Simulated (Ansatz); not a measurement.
```yaml
crystal:
  periodic: [false, false, false]
  atoms:
    - {symbol: C, position_ang: [0.210396, 1.707034, 0.206211]}
    - {symbol: C, position_ang: [-0.402903, 0.625762, -0.192680]}
    - {symbol: Si, position_ang: [0.304303, -1.040060, 0.074653]}
    - {symbol: F, position_ang: [-0.731990, -1.980251, 0.844975]}
    - {symbol: H, position_ang: [0.065890, 2.741522, 0.273535]}
    - {symbol: H, position_ang: [-1.314841, 0.730607, -0.822657]}
    - {symbol: H, position_ang: [0.452283, -1.768708, -1.261231]}
    - {symbol: H, position_ang: [1.520918, -0.974851, 0.775417]}
basis:
  gaussian: {orbitals: cc-pVTZ}
total_charge: 1
hamiltonian: {xc: {name: r2SCAN0}}
accuracy: high
scf: {lower_state_search: off}
output: {forces: true}
```

```sh
$ ansatz run in.yaml --threads 4 --pin off --events-out ev --progress --plain --max-ram 10444MiB
```

It prints (some lines left out):

```
Functional definition: r2SCAN0
3118 factors; integrals over basis functions are off by at most 3.9e-9 eV
mean field evaluation 1: about -12711.7991 eV, gradient 7.5e1 eV
mean field evaluation 2: about -12637.1181 eV, gradient 1.7e2 eV
mean field evaluation 4: about -12720.8114 eV, gradient 1.0e1 eV
mean field evaluation 8: about -12721.0670 eV, gradient 2.3e-1 eV
mean field evaluation 16: about -12721.2085 eV, gradient 1.5e-3 eV
mean field -12721.20851440 eV, -467.4957901593 hartree, gradient 9.2e-9 eV, S^2 0.000000; 0 other end points of the search recorded, 0 dependent functions left out
reference -12721.20851505 eV, -467.4957901834 hartree; 19, 19 occupied and 161, 161 virtual orbitals, 3118 factors
Total energy: -12721.20851505 eV, -467.4957901834 hartree
Atom 0 at     0.210396     1.707034     0.206211 Å, force    -5.194011    -4.547695    -3.480759 eV/Å
Atom 1 at    -0.402903     0.625762    -0.192680 Å, force     2.389715     4.656569     1.661003 eV/Å
Atom 2 at     0.304303    -1.040060     0.074653 Å, force    -0.392031    -4.511550    -0.827130 eV/Å
Atom 3 at    -0.731990    -1.980251     0.844975 Å, force     0.231831     1.022665    -0.102858 eV/Å
Atom 4 at     0.065890     2.741522     0.273535 Å, force     1.538475     1.740275     1.268973 eV/Å
Atom 5 at    -1.314841     0.730607    -0.822657 Å, force     0.403705     0.148490     0.198416 eV/Å
Atom 6 at     0.452283    -1.768708    -1.261231 Å, force    -0.073897     1.011200     0.494150 eV/Å
Atom 7 at     1.520918    -0.974851     0.775417 Å, force     1.096213     0.480044     0.788206 eV/Å
Dipole moment:     0.151054     1.532928    -0.320807 e Å
Checks for a lower state left out: stability, starts, cluster_reference, orbital_swaps, neighbouring_geometries, increment
```

Hardware: 4 threads of an INTEL XEON PLATINUM 8581C on a shared host. Wall time 7.5 s, peak host memory 0.8 GiB.
